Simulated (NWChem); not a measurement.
System: CH$_{3}$ClN$_{2}$OSi; SMILES N#CO[Si@H](N)Cl

```xyz
9

N      0.9733     3.0098     0.0116
C      0.2549     2.0910     0.1739
O     -0.5602     1.1121     0.3845
Si    -0.5363    -0.4192    -0.4404
N     -1.7851    -1.4085     0.1531
Cl     1.2953    -1.2481    -0.0015
H     -0.7030    -0.1185    -1.8876
H     -1.7233    -1.8692     1.0629
H     -2.7486    -1.2986    -0.1689
```
Atoms are numbered in this order, from 1.

Computed with NWChem. Pople sets run with spherical d functions. Structure relaxed at the PBE-D3(BJ)/def2-SVP level. Atomic charges in e: unrestrained fits to the electrostatic potential beside Mulliken populations; buried atoms are poorly determined by the fit.

### Question
What does the run give for Hartree-Fock/6-31G*? Quantities: ESP N1; Mulliken N1; ESP C2; Mulliken C2; ESP O3; Mulliken O3; ESP Si4; Mulliken Si4; ESP N5; Mulliken N5; relative RMS misfit of the potential (%).

### Answer
```
Quantity                                  Result
----------------------------------------  ------
ESP N1                                     -0.56
Mulliken N1                                -0.40
ESP C2                                      0.56
Mulliken C2                                 0.59
ESP O3                                     -0.43
Mulliken O3                                -0.75
ESP Si4                                     1.10
Mulliken Si4                                1.24
ESP N5                                     -1.10
Mulliken N5                                -1.05
relative RMS misfit of the potential (%)      18
```
